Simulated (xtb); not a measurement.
xtb input:

```bash
xtb mol.xyz --gfn 2 --sp --chrg -1 --uhf 0
```
mol.xyz:
```
12

C      2.32003156    -0.21338363     0.15870825
C      0.97293156    -0.28716560     0.14835701
C      0.04644238     0.73158387    -0.30132222
C     -1.31808495     0.71461345    -0.33571114
C     -2.02881568    -0.52945280     0.15751773
H      2.93969569    -1.02943903     0.51520037
H      2.83639264     0.67598779    -0.19364562
H      0.53479063    -1.21220202     0.51784304
H      0.55952661     1.63510270    -0.65962978
H     -2.72121107    -0.25516495     0.96475008
H     -2.67244515    -0.92009068    -0.64211496
H     -1.43177855    -1.39136554     0.53229906
```

Which total energy does the run end on?

-14.31226 Eh (GFN2-xTB).

It need not be the lowest isomer of its formula. Whether it binds its extra electron was not tested at this geometry.
